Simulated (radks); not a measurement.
Problem. Species: Tb3+. Configuration: [Xe] 4f7 6s1 (not the ground configuration). Calculated with a radial shooting solver on a logarithmic mesh with Libxc functionals: scalar-relativistic Kohn-Sham, BLYP, spin-polarised, spherical densities, finite nucleus; open shells are filled with parallel spins first (spin-orbit coupling, left out, can overturn this in heavy ions); Fermi nuclear charge, rms radius 5.06 fm. Some entries of the table are withheld. Estimate them.

orbital,occ.,eigenvalue (eV),r(max) (bohr)
1s up,1,-51899.79,0.01364
1s down,1,-51899.77,0.01364
2s up,1,-8639.828,0.07750
2s down,1,-8639.748,0.07750
2p up,3,-7683.011,0.06279
2p down,3,-7682.950,0.06279
3s up,1,-1952.469,0.2198
3s down,1,-1949.522,0.2197
3p up,3,-1657.355,0.2159
3p down,3,-1654.423,0.2157
3d up,5,-1272.119,0.1765
3d down,5,-1269.862,0.1763
4s up,1,-424.2173,0.5042
4s down,1,-417.5380,0.5041
4p up,3,-326.6934,0.5262
4p down,3,-320.1135,0.5260
4d up,5,-192.7248,0.5450
4d down,5,-186.2920,0.5449
5s up,1,-84.5509,(1)
5s down,1,-81.4828,(2)
5p up,3,-59.5293,1.289
5p down,3,-57.1945,1.308
4f up,7,-46.5144,0.5423
4f down,0,-40.6963,0.5453
6s up,1,-25.8307,2.732
6s down,0,-24.7130,2.762

Solution. 
(1) 5s up r(max) (bohr): 1.150
(2) 5s down r(max) (bohr): 1.163
